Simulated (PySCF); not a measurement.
Run record: geometry optimisation, `[Cl][Bi]([Cl])[Cl]`.

Computed with PBE0-D3(BJ)/def2-SVP geometry optimisation, gas phase, def2 core potentials past Kr (PySCF 2.14.0). Start geometry: GFN2-xTB. The input is one job of a driver script: a line of settings, then coordinates in Å.

Input:
```
{"job": {"xc": "PBE0", "basis": "def2-SVP", "d3": "d3bj", "grid": 1, "maxiter": 30, "shake": 0.03, "kind": "geom"}, "charge": 0, "multiplicity": 1}
Bi     0.056390    -0.071180     1.003270
Cl     2.074270    -0.043300    -0.326350
Cl    -1.079480     1.815210    -0.371180
Cl    -0.967890    -1.791170    -0.336210
```

What does the run print?

```
step   0  E = -1594.46653531  max force = 0.027152
step   1  E = -1594.47355283  max force = 0.009419
step   2  E = -1594.47415227  max force = 0.003344
step   3  E = -1594.47417877  max force = 0.001148
step   4  E = -1594.47415658  max force = 0.001398
step   5  E = -1594.47415897  max force = 0.000909
step   6  E = -1594.47416108  max force = 0.000829
step   7  E = -1594.47416343  max force = 0.000741
optimisation converged
```

Energies in Eh; «max force» is the largest Cartesian gradient component in Eh/bohr.

At which steps does the energy rise by more than 1e-5 Eh?

At step 4 (+0.02 mEh).

Give the first gradient maximum in eV/Å.

With 1 Eh/bohr = 51.422 eV/Å, 1.396 eV/Å.

Main results: final energy -1594.47416 Eh after 7 steps; dipole 4.12 D.

Where do the atoms end?

0.118 Å rms from the input after alignment:
```
atom  x, y, z in Å
Bi1    0.0543   -0.0275    0.8768
Cl2    2.1651    0.0033   -0.3843
Cl3   -1.0791    1.8272   -0.2586
Cl4   -1.0570   -1.8935   -0.2644
```

How long does this job take on one thread, Arm Neoverse V2 (aarch64), shared host with 96 logical CPUs at a one-minute load of 56? And the peak memory of the process?

About 22 s, with 0.33 GiB resident at the peak, the Python interpreter and its libraries included.
Labels such as C1 count atoms from 1, the log's own numbers from 0.
